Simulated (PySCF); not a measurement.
An unknown is described by computed data only.

Elements present: C, H, N and Si. Monoisotopic mass: 147.0504 u.

- NMR, other nuclei: isotropic shieldings of nuclei other than C and H, by class: 184 (1 N), 376 (1 Si) ppm [GIAO PBE/pcSseg-1]
- 13C NMR: chemical shifts (computed TMS as zero) by class: 151.1 (1 C), 143.6 (1 C), 136.1 (1 C), 135.1 (1 C), 131.6 (1 C), 125.9 (1 C), 125.0 (1 C), 118.0 (1 C) ppm [GIAO PBE/pcSseg-1]
- Polarisability: 131.3 au [B3LYP/def2-SVPD]
- Triplet: lowest triplet excitation (Tamm–Dancoff): 2.72 eV [TDA B3LYP/def2-SVPD]
- 1H NMR: chemical shifts (computed TMS as zero) by class: 7.52 (1 H), 6.96 (1 H), 6.95 (1 H), 6.39 (1 H), 6.10 (1 H), 4.93 (2 H), 3.33 (2 H) ppm [GIAO PBE/pcSseg-1]
- UV, first state: lowest singlet excitation: 3.60 eV (345 nm, f = 0.112) [TDDFT B3LYP/def2-SVPD]
- Rotational structure: rotational constants A, B, C: 1.975, 1.074, 0.702 GHz [PBE0-D3(BJ)/def2-SVP]

The electronic properties come from PySCF, for the isolated species, density fitting. Levels stand in brackets. Geometry: PBE0-D3(BJ)/def2-SVP; no solvent, vibrations or thermal averaging. Each NMR value is the plain mean over a class of atoms that symmetry, rotation or inversion makes alike.

Task: Which formula fits the mass and the elements?

Result: C8H9NSi (calculated 147.0504). No other formula that holds each of these elements comes within 0.0003 u with a fitting electron parity and a possible valence count.

Task: Give a SMILES that accounts for the data.

Result: Numbering: `[NH2:1][c:2]1[cH:3][cH:4][cH:5][c:6]2[c:7]1[CH:8]=[CH:9][SiH2:10]2`. Its formula, C8H9NSi, gives 6 degrees of unsaturation: 2 rings and 4 π bonds in the structure found (Kekulé form). 8 carbons fall into 8 classes; from least to most shielded: alkene CH carbon [C8] (151.1 ppm), aromatic carbon bearing nitrogen [C2] (143.6 ppm), substituted aromatic carbon [C6] (136.1 ppm), substituted aromatic carbon [C7] (135.1 ppm), aromatic CH carbon [C4] (131.6 ppm), aromatic CH carbon [C5] (125.9 ppm), alkene CH carbon [C9] (125.0 ppm), aromatic CH carbon [C3] (118.0 ppm). Hydrogen classes from least to most shielded: 1 H on an alkene CH carbon, C8 (7.52 ppm), 1 H on an aromatic CH carbon, C4 (6.96 ppm), 1 H on an aromatic CH carbon, C5 (6.95 ppm), 1 H on an aromatic CH carbon, C3 (6.39 ppm), 1 H on an alkene CH carbon, C9 (6.10 ppm), 2 H on an SiH2 silicon, Si10 (4.93 ppm), 2 H on an aniline-type nitrogen, N1 (3.33 ppm, a mean of values up to 0.6 ppm apart in this geometry). The other shieldings belong to: 184 ppm, aniline-type nitrogen [N1]; 376 ppm, SiH2 silicon [Si10]. S1 is mainly HOMO→LUMO (weight 0.94); the largest Löwdin shares of the orbital it empties are 0.21 on the aniline-type nitrogen, 0.14 on a substituted aromatic carbon, 0.13 on the aromatic carbon bearing nitrogen and 0.12 on an aromatic CH carbon, of the orbital it fills 0.17 on each of 2 atoms of one kind (alkene CH carbon), 0.11 on a substituted aromatic carbon and 0.10 on a substituted aromatic carbon. By its constants the optimised geometry is an asymmetric top. Structure: `Nc1cccc2c1C=C[SiH2]2`. The assignments are read from this structure; whether some other isomer fits the data as well wasn't checked.

Conformer computed: `[NH2:1][c:2]1[cH:3][cH:4][cH:5][c:6]2[c:7]1[CH:8]=[CH:9][SiH2:10]2`: H–N1–C2–C3 18°, H–N1–C2–C3 155°.
